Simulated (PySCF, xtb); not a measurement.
BH₅O₄Ti, SMILES [Ti]([OH])([O]B)([OH])[OH], multiplicity 1.

GFN2-xTB run with xtb at its own geometry gives an orbital gap of 3.48 eV and a dipole moment of 2.14 D.

Geometry optimised at r2SCAN-D4/def2-SVP. The multiplicity is an assumed one; other spin states were not compared. Other conformers were not sampled.

**Question.** What does r2SCAN/def2-TZVP (PySCF) give? (An estimate is asked for; the answer gives what the named calculation found.)

**Answer.** gap 4.03 eV (levels -6.56 and -2.53 eV), dipole 3.18 D.
